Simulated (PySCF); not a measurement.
Mapped SMILES: `[CH:1]#[C:2]/[CH:3]=[C:4](\[C:5]#[CH:6])[SiH:7]([CH3:8])[CH3:9]`; H(Xn) means a hydrogen on atom n.

Computational details: shielding tensors at PBE0/pcSseg-1 (GIAO), geometry: GFN2-xTB, in PySCF 2.14 (no solvent model, no relativistic terms, one computed conformer, one averaged value for each set of equivalent atoms).

Q: Predict the 2D correlation tables (HSQC, COSY, HMBC).

A: 

HSQC (one-bond C–H):
```
                δH            δC
      6.45 (H(C3))    137.4 (C3)
      3.70 (H(C6))    103.4 (C6)
      3.38 (H(C1))     98.9 (C1)
0.27 (H(C8)/H(C9))  -3.0 (C8/C9)
```

COSY cross peaks (H two or three bonds apart, from the bond graph; peaks can be absent where the dihedral angle is near 90°):
```
           δH                  δH
4.55 (H(Si7))  0.27 (H(C8)/H(C9))
```

HMBC (two and three bonds, from the bond graph):
```
                δH                                               δC
      6.45 (H(C3))      145.5 (C4), 98.9 (C1), 86.7 (C5), 86.1 (C2)
     4.55 (H(Si7))  145.5 (C4), 137.4 (C3), 86.7 (C5), -3.0 (C8/C9)
      3.70 (H(C6))                            145.5 (C4), 86.7 (C5)
      3.38 (H(C1))                            137.4 (C3), 86.1 (C2)
0.27 (H(C8)/H(C9))                         145.5 (C4), -3.0 (C8/C9)
```

Scale: ¹H (σ = 31.72 ppm), ¹³C (σ = 186.93 ppm) vs TMS (reference shieldings calculated alike).

Short H···H contacts in this conformer between protons four or more bonds apart (candidates for NOE cross peaks, intensity ∝ r⁻⁶): H(C3)···H(Si7) 2.68 Å.

Shifts are as computed. Against solution values, carbons near 30 ppm lie about +3 ppm off and those near 130 ppm about +5 ppm. Of 1309 compounds with measured shifts, 239 miss one by over three times the rms of a fit or turn the order of signals round; such compounds aren't used in these exercises.
